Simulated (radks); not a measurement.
Task: Spherical quantum dot in the effective-mass picture: electrons in a hard-walled sphere of radius 8.78, all in effective atomic units (hartree* = m*/eps^2 hartree, bohr* = eps/m* bohr), one dielectric constant everywhere. Calculated with a radial shooting solver with Libxc functionals: non-relativistic Kohn-Sham, LDA (Slater exchange, Perdew-Wang correlation), spin-polarised, spherical densities. Levels are named by radial order and angular momentum (1s, 1p, 1d, 2s, ...), and open shells are averaged over m. Each electron was tried in the lowest free levels, single moves between levels near the top were tried too, and the lowest total energy was kept; such a search can miss a lower state. Give the order in which the levels fill up to N = 34, the shell closures and the spin along the way.

Result: Shells are first occupied in the order 1s, 1p, 1d, 1f, 1g. Open shells at each N (closed shells left out): 1: 1s(up 1, down 0); 2: none; 3: 1p(up 1, down 0); 4: 1p(up 2, down 0); 5: 1p(up 3, down 0); 6: 1p(up 3, down 1); 7: 1p(up 3, down 2); 8: none; 9: 1d(up 1, down 0); 10: 1d(up 2, down 0); 11: 1d(up 3, down 0); 12: 1d(up 4, down 0); 13: 1d(up 5, down 0); 14: 1d(up 5, down 1); 15: 1d(up 5, down 2); 16: 1d(up 5, down 3); 17: 1d(up 5, down 4); 18: none; 19: 1f(up 1, down 0); 20: 1f(up 2, down 0); 21: 1f(up 3, down 0); 22: 1f(up 4, down 0); 23: 1f(up 5, down 0); 24: 1f(up 6, down 0); 25: 1f(up 7, down 0); 26: 1f(up 7, down 1); 27: 1f(up 7, down 2); 28: 1f(up 7, down 3); 29: 1f(up 7, down 4); 30: 1f(up 7, down 5); 31: 1f(up 7, down 6); 32: none; 33: 1g(up 1, down 0); 34: 1g(up 2, down 0). All shells are closed at N = 2, 8, 18, 32 (there: 1s2 1p6 1d10 1f14). Largest 2S: 7, at N = 25.
